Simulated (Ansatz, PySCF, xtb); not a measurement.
Energy landscape of H2B, doublet: symmetric bend, bond length relaxed. Scanned: H-B-H angle. Other coordinates (B-H bond length) were minimised at PBE0/def2-TZVP.

- UKS-M06-2X/6-31G* = PySCF with unrestricted M06-2X/6-31G*, spherical d
- GFN1-xTB (xtb)
- UKS-BP86/6-31G* = unrestricted BP86/6-31G*, spherical d (PySCF 2.14.0)
- FCI/cc-pVTZ = Ansatz (a first-principles code) with full CI/cc-pVTZ, frozen core

Energies relative to the lowest point of each profile, in mEh; the last columns give the difference from FCI:

```
a / °   UKS-M06-2X/6-31G*  GFN1-xTB  UKS-BP86/6-31G*  FCI/cc-pVTZ  UKS-M06-2X/6-31G* − FCI/cc-pVTZ  GFN1-xTB − FCI/cc-pVTZ  UKS-BP86/6-31G* − FCI/cc-pVTZ
------  -----------------  --------  ---------------  -----------  -------------------------------  ----------------------  -----------------------------
170.18               14.5      18.9             11.0         11.7                              2.8                     7.2                           -0.7
161.77               11.5      16.0              8.8          9.1                              2.4                     6.9                           -0.3
149.11                5.8       9.4              4.4          4.4                              1.4                     5.1                            0.1
138.01                1.6       4.0              1.2          1.0                              0.6                     2.9                            0.1
129.23                0.0       1.1              0.0          0.0                              0.0                     1.1                            0.0
120.63                0.5       0.0              0.7          0.9                             -0.5                    -0.9                           -0.3
107.58                6.0       2.9              6.1          6.9                             -1.0                    -4.1                           -0.9
98.43                13.9       8.8             13.6         15.0                             -1.1                    -6.2                           -1.4
91.03                23.2      16.6             22.3         24.1                             -1.0                    -7.5                           -1.8
80.09                42.0      33.9             40.1         42.4                             -0.3                    -8.4                           -2.3
71.88                60.8      52.5             57.6         60.1                              0.7                    -7.6                           -2.4
60                   95.5      87.6             89.9         92.1                              3.3                    -4.5                           -2.3
```

UKS-M06-2X/6-31G* is furthest from FCI/cc-pVTZ at 60 (3.3 mEh, above); its mean absolute difference over the points is 1.3 mEh.

GFN1-xTB is furthest from FCI/cc-pVTZ at 80.09 (-8.4 mEh, below); its mean absolute difference over the points is 5.2 mEh.

UKS-BP86/6-31G* is furthest from FCI/cc-pVTZ at 71.88 (-2.4 mEh, below); its mean absolute difference over the points is 1.0 mEh.

The scan ran from 180.0 to 60.0; beyond the range shown the relaxed coordinates jump or full CI changes its symmetry label.
